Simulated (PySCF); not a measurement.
## A thermochemical cycle for SiAs

PBE0 in PySCF with def2-TZVPPD on every atom, for the lowest determinant that a PBE0 search found; no spin–orbit coupling. SiAs, a doublet (π ↑), has De = 3.35 eV to neutral atoms, and SiAs⁺, a triplet (π ↑↑), has De = 3.05 eV to Si⁺ + As.

At the same level the Si atom ionises at 8.21 eV.

Q: What is the adiabatic ionisation energy of the molecule, and does ionisation strengthen or weaken the bond?

A: IE = IE(Si) + De(neutral) − De(ion) = 8.21 + 3.35 − 3.05 = 8.51 eV. De changes by -0.30 eV, so ionisation weakens the bond.

Spin–orbit coupling is left out. For an ion De counts to the pair picked by the measured ionisation energies or electron affinities, which need not be the lowest pair at this level. States were picked by a PBE0 search and need not be the measured ground states.
